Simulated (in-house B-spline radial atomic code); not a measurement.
The neon ion Ne⁸⁺: 1s2

Level of theory: Dirac-Kohn-Sham LDA VWN5, spherical fractional occupations, Fermi nucleus of rms radius 3.0055 fm; calculated with an all-electron radial atomic-structure program (B-spline basis).

Effective charges: Z_r = [3n² - l(l+1)]/(2<r>) from the radius, Z_e = n√(-2ε) from the energy, and Slater's rules. Values are occupation-weighted means over j.

```
shell  electrons   ε (eV)  <r> (bohr)   Z_r   Z_e  Slater
   1s          2  -1130.1      0.1566  9.58  9.11    9.70
```

The least bound orbital is 1s1/2 at -1130 eV, and it is also the most diffuse (<r> = 0.1566 bohr).

For the 1s electron the small component carries 0.124 % of the norm, the zero-frequency Breit interaction raises the level by 0.3253 eV, self-energy by 0.1454 eV, and vacuum polarisation lowers it by 0.007787 eV.
